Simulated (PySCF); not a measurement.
Compound: C7H13NSi.
Atom-mapped SMILES: `[CH2:1]=[C:2]([CH3:3])/[CH:4]=[N:5]\[SiH2:6][C:7](=[CH2:8])[CH3:9]` (hydrogens: H10, H11 on C1; H12, H13, H14 on C3; H15 on C4; H16, H17 on Si6; H18, H19 on C8; H20, H21, H22 on C9)

Structure used (PBE0-D3(BJ)/def2-SVP), in Å, numbered top down from 1:
```
atom  x, y, z in Å
C1    -0.8960    1.2566   -0.9510
C2    -1.7145    0.5741   -0.1375
C3    -3.2094    0.6067   -0.2479
C4    -1.1664   -0.2221    0.9916
N5    -0.1114   -0.9215    1.0339
Si6    1.0732   -1.3478   -0.1757
C7     2.5585   -0.2011   -0.0341
C8     2.5725    0.7666    0.8931
C9     3.7056   -0.4337   -0.9755
H10   -1.2895    1.8646   -1.7702
H11    0.1878    1.2552   -0.8032
H12   -3.6163   -0.4036   -0.4195
H13   -3.6624    0.9750    0.6877
H14   -3.5409    1.2555   -1.0699
H15   -1.7984   -0.1810    1.9057
H16    1.5100   -2.7487    0.1077
H17    0.5668   -1.3207   -1.5906
H18    3.4291    1.4440    1.0024
H19    1.7369    0.9138    1.5846
H20    4.1233   -1.4469   -0.8485
H21    4.5187    0.2915   -0.8162
H22    3.3823   -0.3605   -2.0275
```

Theory: PBE0-D3(BJ)/def2-SVP geometry optimisation, gas phase in PySCF.

Masses are those of the commonest isotopes; rigid-rotor values at the optimised geometry. The values belong to one conformer with, in the numbering `[CH2:1]=[C:2]([CH3:3])/[CH:4]=[N:5]\[SiH2:6][C:7](=[CH2:8])[CH3:9]`, C1–C2–C4–N5 -38°, C4–N5–Si6–C7 98°, N5–Si6–C7–C8 -1°.

Task: What are A, B and C (GHz)?

Result: Ia = 184.75, Ib = 717.68, Ic = 756.37 u·Å²; 505379 MHz·u·Å²/I gives 2736, 704.2 and 668.2 MHz, that is A = 2.7355, B = 0.7042, C = 0.6682 GHz.

Task: What kind of rotor is it?

Result: A near-prolate asymmetric top; Ray's κ = -0.965.

Task: What does the inertial defect say?

Result: Not planar: Δ = Ic − Ia − Ib = -146.06 u·Å². For a rigid frame Δ = −2 Σ m c², so Σ m c² = 73.03 u·Å² lies off the ab plane: 20.58 from hydrogen and 52.45 from heavier atoms. The atom farthest from that plane is 2.02 Å away.

Task: Predict some low-J microwave lines.

Result: The dipole components are |μa| = 1.24 D, |μb| = 1.65 D, |μc| = 0.38 D. The squared components, which scale the intensities, stand as 0.56 : 1.00 : 0.05 (a : b : c). Some lines, for components of 0.1 D or more:

```tsv
type	branch	J(Ka,Kc)	MHz	lower level (cm⁻¹)
a	Q	4(1,3) ← 4(1,4)	360	0.520
a	R	1(0,1) ← 0(0,0)	1372	0.000
c	Q	3(1,3) ← 3(0,3)	1943	0.275
b	Q	2(1,1) ← 2(0,2)	2104	0.137
a	R	2(1,2) ← 1(1,1)	2709	0.114
a	R	2(0,2) ← 1(0,1)	2744	0.046
b	R	1(1,1) ← 0(0,0)	3404	0.000
b	R	4(0,4) ← 3(1,3)	3541	0.339
a	R	3(1,2) ← 2(1,1)	4171	0.207
b	R	2(1,2) ← 1(0,1)	4740	0.046
a	R	4(0,4) ← 3(0,3)	5485	0.275
c	Q	4(2,3) ← 4(1,3)	5969	0.532
c	Q	2(2,1) ← 2(1,1)	6094	0.207
b	R	4(1,4) ← 3(0,3)	7360	0.275
c	R	4(1,3) ← 3(0,3)	7720	0.275
c	R	2(2,0) ← 1(1,0)	8875	0.115
c	R	3(2,1) ← 2(1,1)	10213	0.207
b	Q	3(3,0) ← 3(2,1)	10245	0.548
b	R	3(2,1) ← 2(1,2)	10322	0.204
c	Q	4(4,1) ← 4(3,1)	14345	1.073
b	Q	4(4,0) ← 4(3,1)	14345	1.073
c	R	3(3,1) ← 2(2,1)	14364	0.411
b	R	4(3,2) ← 3(2,1)	15735	0.548
b	R	4(4,1) ← 3(3,0)	19835	0.890
b	R	4(4,0) ← 3(3,1)	19835	0.890
```

PBE0-D3(BJ)/def2-SVP frequencies: not computed here. Constants of a rigid frame at the computed geometry: no zero-point averaging, no centrifugal distortion. A rigid rotor knows nothing of internal rotation, which can split or shift real lines. Quadrupole hyperfine structure (14N) is left out.
